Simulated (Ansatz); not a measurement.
`[NH2][Sn][F]`, relaxed with RKS PBE0-D4/def2-TZVP in Ansatz 0.2.0 from a PBE-D4/def2-SVP geometry. The force threshold is 0.005 eV/Å; the program also tests the step.

The species carries charge 0 and has multiplicity 1. Sn: def2 effective core potential.

Start:

```xyz
5

N     0.150    0.217    0.678
Sn   -1.315   -0.434   -0.597
F    -0.007   -0.582   -2.086
H     0.060    0.476    1.665
H     1.113    0.323    0.340
```

```tsv
step	energy (eV)	largest force (eV/Å)	largest move (Å)
1	-10070.3837	1.023	0.000
2	-10070.4266	0.274	0.037
3	-10070.4280	0.030	0.007
4	-10070.4282	0.021	0.007
5	-10070.4283	0.012	0.007
6 (rejected)	-10070.4283	0.009	0.001
7	-10070.4283	0.000	0.001
```

End:

```xyz
5

N     0.156    0.215    0.660
Sn   -1.282   -0.423   -0.580
F    -0.025   -0.579   -2.065
H     0.039    0.462    1.631
H     1.112    0.325    0.354
```

Run time 13 s (2 threads of a server CPU on a shared host); peak host memory 0.23 GiB.
